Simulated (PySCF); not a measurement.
# Dipole response of Ca⁺ (calcium, charge +1)

[Ar] 4s1, 2S determinant. Calculation: PySCF 2.14, in dyall-av3z (25s18p5d4f, 132 functions); scalar relativity by spin-free X2C-1e. Coupled (time-dependent) response in atomic units; α is the mean over directions.

```tsv
method	mean α (bohr³)	C₆ (like pair)	S(−4)
UHF	96.16	761.8	8845
PBE	79.01	573.2	6006
```

S(−4) is the Cauchy moment in α(ω) = α(0) + S(−4) ω² + …

α(iu) at UHF:

| u (hartree) | α(iu) (bohr³) |
| --- | --- |
| 0 | 96.16 |
| 0.0500 | 78.30 |
| 0.100 | 50.87 |
| 0.200 | 22.58 |
| 0.300 | 12.87 |
| 0.500 | 6.639 |
| 0.750 | 4.198 |
| 1.00 | 3.072 |
| 1.50 | 1.908 |
| 2.00 | 1.297 |
| 3.00 | 0.7004 |
| 5.00 | 0.2971 |

A single London oscillator, α(iu) = α/(1 + u²/ω²), gives C₆ = (3/4) ω α². Matching the computed C₆ needs ω = 4 × 761.8 / (3 × 96.16²) = 0.110 hartree.

For an ion, C₆ is the dispersion term alone; charge-induced terms of lower order in 1/R come first.
